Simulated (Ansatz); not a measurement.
`[O]=[V]([F])([F])[Cl]` + H–F → `[O]=[V]([F])([F])[F]` + HCl at 298.15 K and 1 bar (ligand exchange at a V–Cl bond).

Calculated with Ansatz (gas phase, PBE0-D4/def2-TZVP geometries, no zero-point term in ΔE). CBS: MP2 limit from def2 TZ/QZ plus the TZ coupled-cluster correction, frozen cores. This one scheme is used for every species. For V outer-core shells are correlated without core-valence functions, which leaves a few kJ/mol of doubt a bond. Scalar relativity is left out up to krypton.

| species | CCSD(T)/CBS energy (Eh) | H − E (kJ/mol) | S (J/(mol·K)) |
| --- | --- | --- | --- |
| `[O]=[V]([F])([F])[Cl]` | -1678.16404 | 44.3 | 328.6 |
| H–F | -100.39570 | 33.5 | 173.6 |
| `[O]=[V]([F])([F])[F]` | -1318.17840 | 46.1 | 307.5 |
| HCl | -460.38127 | 26.6 | 186.8 |

H − E and S are ideal-gas, rigid-rotor, harmonic terms from PBE0-D4/def2-TZVP. 1 Eh = 2625.50 kJ/mol, R = 8.31446 J/(mol·K).

Problem. By hand: ΔE, ΔH, ΔS and ΔG.

Solution. ΔE = (-1318.17840) + (-460.38127) − (-1678.16404) − (-100.39570) = 0.00007 Eh = 0.2 kJ/mol. Δ(H − E) = 46.1 + 26.6 − 44.3 − 33.5 = -5.1, so ΔH = -4.9 kJ/mol. ΔS = 307.5 + 186.8 − 328.6 − 173.6 = -7.9 J/(mol·K). ΔG = -4.9 − 298.15 × (-7.9)/1000 = -2.5 kJ/mol.

Problem. By hand: the equilibrium constant, and the temperature at which ΔG would vanish if ΔH and ΔS stayed fixed.

Solution. log₁₀ K = −ΔG/(RT ln 10) = 0.4. ΔG = 0 at ΔH/ΔS = 620 K, though so small a ΔH makes that figure unsure.

TΔS isn't small against ΔH here. The sign of ΔG lies within the doubt. A doubt of 5 kJ/mol in ΔE shifts log₁₀ K by 0.9 here. These are equilibria of isolated gas molecules and say nothing of rates. Largest T1 diagnostic: 0.032 (customary marks: 0.02 for closed shells, 0.045 for open ones).
